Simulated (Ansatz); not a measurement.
One change: `O[CH2][Ga]([OH])[F]` becomes `O[CH2][Ga]([F])[Cl]`.

Ansatz, PBE0-D4/def2-TZVP geometries, multiplicity 1. Each molecule was computed in one conformer, which needn't be the lowest.

Scalar relativity is left out up to krypton.

| property | `O[CH2][Ga]([OH])[F]` |
| --- | --- |
| HOMO–LUMO gap (ωB97M-V/def2-TZVPP) / eV | 11.02 |
| HOMO energy (PBE/def2-TZVPP) / eV | -6.26 |
| HOMO energy (B3LYP/def2-TZVPP) / eV | -7.54 |
| size of the dipole moment (B3LYP/def2-TZVPP) / D | 3.35 |
| HOMO energy (ωB97M-V/def2-TZVPP) / eV | -10.04 |
| HOMO–LUMO gap (PBE0/def2-TZVPP) / eV | 7.03 |

Give the same properties after the change, and the shifts. (Best estimate.)

Computed: 
```
                                        property  `O[CH2][Ga]([F])[Cl]`  shift
         HOMO–LUMO gap (ωB97M-V/def2-TZVPP) / eV                  10.79  -0.23
               HOMO energy (PBE/def2-TZVPP) / eV                  -6.54  -0.28
             HOMO energy (B3LYP/def2-TZVPP) / eV                  -7.77  -0.23
size of the dipole moment (B3LYP/def2-TZVPP) / D                   2.39  -0.96
           HOMO energy (ωB97M-V/def2-TZVPP) / eV                 -10.23  -0.19
            HOMO–LUMO gap (PBE0/def2-TZVPP) / eV                   6.82  -0.21
```

With PBE0 the HOMO falls by 0.22 eV and the LUMO falls by 0.43 eV, so the gap narrows by about 0.21 eV. PBE moves the HOMO by -0.28 eV and ωB97M-V by -0.19 eV. Dipoles are sizes alone; their direction can turn.

B3LYP here is the variant with VWN-RPA as its local correlation; programs differ in this.
